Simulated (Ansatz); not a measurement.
Pulling on the Al1–H2 bond in CH6AlN (SMILES C[NH][AlH2]) (multiplicity 1 held, fragments rigid). Energies count from the point at 1.578 Å.
Geometry at that point (charge 0, multiplicity 1):
| atom | x (Å) | y (Å) | z (Å) |
|---|---|---|---|
| Al | -0.0955 | 0.2123 | 1.2106 |
| H | -1.2798 | 0.7332 | 2.1134 |
| H | 1.3395 | -0.1761 | 1.7395 |
| N | -0.4010 | 0.0518 | -0.5267 |
| C | 0.5036 | -0.3997 | -1.5747 |
| H | -1.3106 | 0.2930 | -0.8951 |
| H | 0.6741 | 0.3709 | -2.3341 |
| H | 0.1315 | -1.2948 | -2.0848 |
| H | 1.4730 | -0.6506 | -1.1409 |

R- and RO- levels are restricted; in cc, def2 and unpolarised 6-31G sets they are followed outwards from rest. U- levels take the lowest unrestricted solution at each point, which mixes spins at long bonds. Active spaces are followed from a long bond inwards. Levels need not reach the same state.

Cores are frozen in the correlated methods.

Codes used: Ansatz (Gaussian orbitals). 

Energies in kJ/mol.

| R (Å) | R-MP2/cc-pV(D+d)Z | U-MP2/cc-pV(D+d)Z | R-CCSD/cc-pV(D+d)Z | U-CCSD(T)/cc-pV(D+d)Z | CASSCF(2,2)/cc-pV(D+d)Z | FIC-MRCISD+Q on CASSCF(2,2)/cc-pV(D+d)Z |
|---|---|---|---|---|---|---|
| 1.262 | 105 | 105 | 105 | 105 | 113 | 105 |
| 1.420 | 21 | 21 | 21 | 21 | 25 | 21 |
| 1.578 | 0 | 0 | 0 | 0 | 0 | 0 |
| 1.735 | 14 | 14 | 13 | 13 | 8 | 13 |
| 1.893 | 46 | 46 | 44 | 43 | 34 | 43 |
| 2.130 | 109 | 109 | 104 | 103 | 87 | 102 |
| 2.366 | 177 | 185 | 166 | 164 | 142 | 163 |
| 2.761 | 280 | 289 | 254 | 251 | 221 | 248 |
| 3.155 | 362 | 324 | 316 | 310 | 274 | 304 |
| 3.629 | 434 | 338 | 357 | 346 | 307 | 339 |
| 4.260 | 486 | 343 | 379 | 356 | 322 | 355 |
| 5.048 | 494 | 344 | 387 | 358 | 326 | 359 |

Doubts at one or more of the structures used: a restricted determinant that unrestricted orbitals would lower (R-MP2/cc-pV(D+d)Z, R-CCSD/cc-pV(D+d)Z); a spin-contaminated determinant (U-MP2/cc-pV(D+d)Z, U-CCSD(T)/cc-pV(D+d)Z); other coupled-cluster roots lie near (R-CCSD/cc-pV(D+d)Z); T1 above 0.05 (R-CCSD/cc-pV(D+d)Z, U-CCSD(T)/cc-pV(D+d)Z).

Ansatz is a first-principles code.
